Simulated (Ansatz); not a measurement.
CHClI (`Cl[CH]I`) radical, relaxed with UKS PBE-D4/def2-SVP in Ansatz from a rough embedded geometry. The force threshold is 0.03 eV/Å; the program also tests the step.

The species carries charge 0 and has multiplicity 2. I: def2 effective core potential.

Start:

```xyz
4

Cl    0.156   -1.416   -0.799
C     0.171    0.051   -0.031
I    -1.481    0.757    0.799
H     1.154    0.608    0.031
```

Q: By how much does the energy fall, and how many steps does the optimiser take? (Best estimate.)

A: Computed: 3.73 kcal/mol, in 6 steps, 1 of them rejected.

Q: Which bonds change most? (Best estimate.)

A: The calculation gave: C2–I3 from 1.979 to 2.083 Å; Cl1–C2 from 1.656 to 1.707 Å; C2–H4 from 1.132 to 1.101 Å.

Q: Give the relaxed structure. (Estimate.)

A: Computed: 
```xyz
4

Cl    0.211   -1.478   -0.797
C     0.164    0.106   -0.164
I    -1.505    0.803    0.870
H     1.130    0.569    0.091
```
